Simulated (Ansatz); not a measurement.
An input meant for Ag4⁻ (charge -1, doublet).

```yaml
crystal:
  periodic: [false, false, false]
  atoms:
    - {symbol: Ag, position_ang: [-1.487943, 1.892796, 0.982086]}
    - {symbol: Ag, position_ang: [3.516593, 2.587934, 0.339910]}
    - {symbol: Ag, position_ang: [1.486164, -1.889293, -0.990187]}
    - {symbol: Ag, position_ang: [-3.514795, -2.591418, -0.331809]}
basis:
  gaussian: {orbitals: def2-TZVPD}
total_charge: -1
magnetization: {spin_polarized: true, initial_magnetization: 1}
hamiltonian: {xc: {name: SVWN5}, pseudopotentials: {relativity: none}}
scf: {omitted_lower_state_checks: [starts]}
```

```sh
$ ansatz run in.yaml --threads 4 --pin off --events-out ev --progress --plain --max-ram 3916MiB
```

Shortened log:

```
Functional definition: SVWN5
1412 factors; their error is unknown
mean field evaluation 1: about -15968.9342 eV, gradient 1.1e1 eV
mean field evaluation 2: about -15947.9616 eV, gradient 4.8e1 eV
mean field evaluation 4: about -15969.3600 eV, gradient 9.3e0 eV
mean field evaluation 8: about -15969.3603 eV, gradient 9.3e0 eV
mean field evaluation 16: about -15971.7647 eV, gradient 2.9e-1 eV
mean field evaluation 32: about -15971.7714 eV, gradient 1.3e-5 eV
mean field -15971.77143027 eV, -586.9517740071 hartree, gradient 1.8e-6 eV, S^2 1.733784; 0 other end points of the search recorded, 0 dependent functions left out
reference -15971.77147819 eV, -586.9517757678 hartree; 39, 38 occupied and 121, 122 virtual orbitals, 1412 factors
Total energy: -15971.77147819 eV, -586.9517757678 hartree
Checks for a lower state left out: starts
```

Q: Something in this input is off. What?

A: The coordinates are in bohr but typed as ångström. Self-consistency was reached. The result belongs to that input, not to the species as meant. The charge -1 doublet is spin-contaminated (final ⟨S²⟩ up to 1.73, 0.75 for a pure state).
